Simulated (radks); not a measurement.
Spherical quantum dot in the effective-mass picture: electrons in a well V = -V0 / (1 + exp((r - R)/a)) with V0 = 18, R = 3.41, a = 0.38, with a point charge +2 (a donor) at the centre, all in effective atomic units (hartree* = m*/eps^2 hartree, bohr* = eps/m* bohr), one dielectric constant everywhere. Method: non-relativistic Kohn-Sham, PBE, spin-polarised, spherical densities; computed with a radial shooting solver with Libxc functionals. Levels are named by radial order and angular momentum (1s, 1p, 1d, 2s, ...), and open shells are averaged over m.

N = 5, configuration 1s2 1p(up 3, down 0). This is the lowest configuration that the search found. Occupied and some empty levels:

| level | occupation | eigenvalue (hartree*) | <r> (bohr*) |
|---|---|---|---|
| 1s up | 1 | -16.716 | 0.9543 |
| 1s down | 1 | -16.629 | 0.8989 |
| 1p up | 3 | -15.568 | 1.670 |
| 1p down | 0 | -15.379 | 1.667 |
| 2s up | 0 | -15.201 | 1.589 |
| 2s down | 0 | -15.065 | 1.635 |
| 1d up | 0 | -14.750 | 1.904 |
| 1d down | 0 | -14.559 | 1.916 |
| 1f up | 0 | -13.844 | 2.067 |
| 1f down | 0 | -13.665 | 2.080 |

Energy (hartree*): total -87.5450, kinetic 5.9262, external -99.279, Hartree 8.2124, exchange-correlation -2.4045.

Electron density:

| r (bohr*) | n(r) (e/bohr*^3) |
|---|---|
| 0.212 | 1.509 |
| 0.439 | 0.6788 |
| 0.666 | 0.3537 |
| 0.893 | 0.2198 |
| 1.12 | 0.1580 |
| 1.35 | 0.1216 |
| 1.57 | 0.09216 |
| 1.80 | 0.06469 |
| 2.03 | 0.04007 |
| 2.26 | 0.02115 |
| 2.48 | 0.009219 |
| 2.71 | 0.003235 |
| 2.94 | 0.0008755 |
